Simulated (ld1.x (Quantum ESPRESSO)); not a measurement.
## calcium, PAW: configuration errors across variants

```json
{"Element": "calcium (Ca)", "Generator": "ld1.x (Quantum ESPRESSO) 7.5", "Type": "PAW", "Functional": "LDA (PZ)", "Relativity": "scalar-relativistic", "Frozen core": "[Ne]", "Valence charge": "10", "Reference configuration": "3s2 3p6 3d0 4s1.5 4p0.5", "Partial waves": "3s (bound): rcut 1.50, rcutus 1.75 bohr; 4s (bound): rcut 1.50, rcutus 1.75 bohr; 3p (bound): rcut 1.85, rcutus 2.05 bohr; 4p (bound): rcut 1.85, rcutus 2.05 bohr; 3d (bound, empty): rcut 1.70, rcutus 2.25 bohr; 3d channel at 0.3 Ry: rcut 1.70, rcutus 2.25 bohr", "Local potential": "all-electron potential smoothed inside 1.50 bohr (lloc = -2)", "Core correction": "Bessel-smoothed model core inside 1.65 bohr", "Augmentation charge": "GAUSS, radius 1.40 bohr"}
```

All-electron excitation energies from the reference (eV): (1) 3s2 3p6 3d0 4s2 4p0 -1.229; (2) 3s2 3p6 3d0 4s1 4p0 5.234; (3) 3s2 3p6 3d0 4s0 4p0 17.184; (4) 3s2 3p6 3d0 4s0 4p1 8.356; (5) 3s2 3p6 3d1 4s0 4p0 6.571; (6) 3s2 3p6 3d0 4s1 4p1 1.262; (7) 3s2 3p6 3d1 4s1 4p0 1.013; (8) 3s2 3p6 3d0 4s1.5 4p0.5 spin -0.106; (9) 3s2 3p6 3d0 4s1 4p0 spin 5.026.

Spin tests fill each open shell by Hund’s rule, majority spin first.

The overlap operator is not positive definite (basis up to 400 Ry) in “base”, “all radii but the core radius scaled by about 1.05 (s 1.84, p 2.14, d 2.36 bohr, rcut 1.58/1.94/1.78); local potential all-electron potential smoothed inside 1.58 bohr (lloc = -2); augmentation GAUSS, radius 1.46 bohr”. Such files are unfit for use, however small their errors in these radial tests.

Tests that are not counted but printed errors over 1 eV. “all radii but the core radius scaled by about 1.29 (s 2.26, p 2.64, d 2.90 bohr, rcut 1.92/2.38/2.18); local potential all-electron potential smoothed inside 1.92 bohr (lloc = -2); augmentation GAUSS, radius 1.80 bohr”: 3s2 3p6 3d0 4s0 4p1 (solver errors, printed error -665 eV).

1 further variants failed, have other tests or too few solved ones, and are left out.

Errors AE − PS in meV (a dash: test not solved or not reliable):

```tsv
change	(1)	(2)	(3)	(4)	(5)	(6)	(7)	(8)	(9)	bound ghosts
base	-0.4	-0.4	-0.8	-1.2	-9.5	-0.2	-9.1	0.0	-0.4	not determined (overlap not positive)
all radii but the core radius scaled by about 0.83 (s 1.44, p 1.70, d 1.86 bohr, rcut 1.24/1.52/1.40); local potential all-electron potential smoothed inside 1.24 bohr (lloc = -2); augmentation GAUSS, radius 1.16 bohr	0.0	-0.2	-0.5	-0.1	-2.3	0.0	-1.4	0.0	-0.2	none
all radii but the core radius scaled by about 0.90 (s 1.58, p 1.84, d 2.02 bohr, rcut 1.34/1.66/1.52); local potential all-electron potential smoothed inside 1.34 bohr (lloc = -2); augmentation GAUSS, radius 1.26 bohr	0.0	-0.1	-0.5	0.0	-1.4	0.0	-0.8	0.0	-0.1	none
all radii but the core radius scaled by about 1.05 (s 1.84, p 2.14, d 2.36 bohr, rcut 1.58/1.94/1.78); local potential all-electron potential smoothed inside 1.58 bohr (lloc = -2); augmentation GAUSS, radius 1.46 bohr	-3.3	-8.9	-1.5	-4.4	-20	-3.0	-46	-0.1	-6.9	not determined (overlap not positive)
all radii but the core radius scaled by about 1.16 (s 2.04, p 2.38, d 2.62 bohr, rcut 1.74/2.16/1.98); local potential all-electron potential smoothed inside 1.74 bohr (lloc = -2); augmentation GAUSS, radius 1.64 bohr	+0.2	-0.2	-0.2	+3.9	-2.1	+0.3	-0.4	0.0	+0.1	none
all radii but the core radius scaled by about 1.21 (s 2.12, p 2.48, d 2.72 bohr, rcut 1.80/2.24/2.06); local potential all-electron potential smoothed inside 1.80 bohr (lloc = -2); augmentation GAUSS, radius 1.68 bohr	+0.3	-0.2	-0.2	+5.6	-2.6	+0.5	-0.4	0.0	+0.1	none
all radii but the core radius scaled by about 1.29 (s 2.26, p 2.64, d 2.90 bohr, rcut 1.92/2.38/2.18); local potential all-electron potential smoothed inside 1.92 bohr (lloc = -2); augmentation GAUSS, radius 1.80 bohr	+0.9	-0.2	+0.5	–	-5.2	+1.2	-0.8	0.0	+0.3	none
```

(1) Give the same row for: all radii but the core radius scaled by about 1.39 (s 2.42, p 2.84, d 3.12 bohr, rcut 2.08/2.56/2.36); local potential all-electron potential smoothed inside 2.08 bohr (lloc = -2); augmentation GAUSS, radius 1.94 bohr.

Results:

(1) +0.7, +0.1, +3.8, +0.9, –, –, –, –, –; bound ghosts: none.
